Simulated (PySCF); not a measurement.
The numbers are results of B3LYP-D3(BJ)/def2-TZVP // PBE0-D4/def2-TZVP in PySCF 2.14.0, not measurements. Gas-phase values, no solvent. One relaxed conformer stands for a flexible species; it need not be the lowest. B3LYP has the VWN-RPA correlation part, as in Gaussian. Excitations are Tamm–Dancoff values on a coarser integration grid. The basis has no diffuse functions, so Rydberg states are missing or too high.

Reference species (SMILES): `O[SiH3]` (neutral, multiplicity 1).

The HOMO comes out as -8.52 eV, the HOMO–LUMO gap comes out as 8.27 eV and the S1 oscillator strength is 0.003. The S1 excitation (TDA) is 7.00 eV.

After one change: the HOMO rises by 0.63 eV; the HOMO–LUMO gap decreases by 0.25 eV; the S1 oscillator strength hardly moves; the S1 excitation (TDA) drops by 0.04 eV.

Q: What was changed between the two runs? The new species is one of these.
(A) `O[SiH2]C1CC1` (H–O–Si–C torsion 56°, O–Si–C–C torsion -156°)
(B) `CS[SiH2]O` (C–S–Si–O torsion 152°, S–Si–O–H torsion -50°)
(C) `O[SiH2]S` (H–O–Si–S torsion -52°, O–Si–S–H torsion -65°)
(D) `O[SiH2][SeH]` (H–O–Si–Se torsion 47°, O–Si–Se–H torsion -98°)

A: A, `O[SiH2]C1CC1` (H–O–Si–C torsion 56°, O–Si–C–C torsion -156°)
